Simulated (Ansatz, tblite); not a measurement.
Cost and result up the ladder for GeMe2(NEt2)2 (C₁₀H₂₆GeN₂) (39 atoms). Charge 0, multiplicity 1. Geometry: PBE-D4/def2-SVP.

```xyz
39

Ge   -0.0752   -0.6125   -0.9172
C     1.1584   -2.0779   -1.3699
H     0.6166   -3.0287   -1.5468
H     1.8981   -2.2368   -0.5612
H     1.7054   -1.8110   -2.2955
C    -1.4497   -0.3684   -2.3042
H    -2.1073    0.4884   -2.0595
H    -2.0718   -1.2835   -2.3550
H    -1.0007   -0.1962   -3.3027
N     0.7791    1.0242   -0.7102
C     1.7163    1.2070    0.3866
C     3.1907    1.0072    0.0088
C     0.6306    2.1315   -1.6407
C    -0.2929    3.2514   -1.1405
H     1.4415    0.4965    1.1982
H     1.5870    2.2230    0.8325
H     3.3753   -0.0299   -0.3401
H     3.4969    1.6928   -0.8090
H     3.8586    1.2029    0.8737
H     1.6303    2.5657   -1.8862
H     0.2425    1.7505   -2.6094
H    -1.3269    2.8752   -0.9968
H     0.0528    3.6545   -0.1659
H    -0.3292    4.0984   -1.8583
N    -0.7996   -1.0053    0.7460
C    -1.6393   -0.0184    1.4064
C    -3.1470   -0.2619    1.2543
C    -0.5974   -2.2679    1.4371
C     0.4728   -2.2208    2.5369
H    -1.3811    0.9849    0.9989
H    -1.3847    0.0356    2.4929
H    -3.4508   -0.2199    0.1881
H    -3.4376   -1.2599    1.6441
H    -3.7363    0.4966    1.8108
H    -1.5604   -2.6185    1.8808
H    -0.3235   -3.0530    0.7004
H     1.4701   -1.9905    2.1084
H     0.2444   -1.4363    3.2882
H     0.5442   -3.1893    3.0760
```

Ansatz on 2 threads of AMD EPYC 7R13 on a shared host and a share (18 GiB) of an NVIDIA H100 80GB HBM3; xTB runs through tblite on one thread. Times are rough, summed over both states, and most runs start from the orbitals of an earlier one. ωB97M-V/def2-TZVP serves as the yardstick here, not as an exact answer. The other state is a doublet.

The xTB rows come from tblite. Single mean-field runs in def2-TZVP are fitted with def2-universal-jkfit.

Raw xTB energies of ions are shifted by several eV.

```
                         level  functions  vertical IE (eV)  difference from ωB97M-V/def2-TZVP (eV)
             PBE0-D4/def2-TZVP        576              7.14                                   -0.30
                      GFN2-xTB         83             11.46                                    4.02
             ωB97M-V/def2-TZVP        576              7.44                                    0.00
PBE-D4/def2-TZVP (with forces)        576              6.76                                   -0.68
                      GFN1-xTB        109             12.15                                    4.72
```

(1) Estimate how long each takes.

Answers

(1) GFN2-xTB 0.07 s; GFN1-xTB 0.13 s; PBE-D4/def2-TZVP (with forces) 15 s; PBE0-D4/def2-TZVP 20 s; ωB97M-V/def2-TZVP 76 s. On shared hardware such times vary by a factor of up to 3.
